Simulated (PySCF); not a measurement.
C3H3, SMILES C#C[CH2], multiplicity 2. Geometry optimised at PBE-D3(BJ)/def2-TZVP. The isomer is the one that the SMILES or the coordinates give; other isomers of the formula were not compared.

Computed equilibrium geometry at PBE-D3(BJ)/def2-TZVP (PySCF confirms it by a frequency run) as bond lengths and angles, and its point group:
point group C2v.
Atoms: C1 C2 C3 H4 H5 H6. Bonded distances (Å): C1–C2 1.233, C1–H4 1.070, C2–C3 1.365, C3–H5 1.090, C3–H6 1.090. Angles (°): C2–C1–H4 180.0, C1–C2–C3 180.0, C2–C3–H5 120.9, C2–C3–H6 120.9, H5–C3–H6 118.2.
Charge 0, spin multiplicity 2.
